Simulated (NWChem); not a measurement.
# hydrogen iodide (HI); SMILES I

Computed with NWChem. Medium grid unless said otherwise, to which SCAN and Minnesota functionals are sensitive. Coordinates come from a PBE0/def2-SVP optimisation. def2 effective core potentials on I; no spin-orbit coupling. Total energies of different functionals are on different scales.

| level | energy (Ha) | highest occupied level (eV) | orbital gap (eV) | dipole (D) |
|---|---|---|---|---|
| B3LYP/def2-SVP | -298.3927 | -7.53 | 6.57 | 0.59 |
| PBE/def2-SVP | -298.2790 | -6.61 | 5.01 | 0.62 |
| r2SCAN/def2-SVP | -298.4092 | -6.97 | 5.61 | 0.69 |
| LDA (Slater exchange, VWN5)/def2-SVP | -297.8680 | -6.74 | 5.01 | 0.72 |
| OLYP/def2-SVP | -298.5811 | -6.43 | 4.99 | 0.56 |
| RPBE/def2-SVP | -298.3547 | -6.57 | 5.00 | 0.58 |
| LRC-wPBEh/def2-SVP | -298.3195 | -9.69 | 10.71 | 0.67 |
| LC-BLYP (range parameter 0.33 per bohr)/def2-SVP | -298.0441 | -10.02 | 11.40 | 0.67 |
| CAM-B3LYP/def2-SVP | -298.2973 | -9.07 | 9.48 | 0.63 |
| MN15/def2-SVP | -297.5654 | -8.33 | 8.28 | 0.56 |
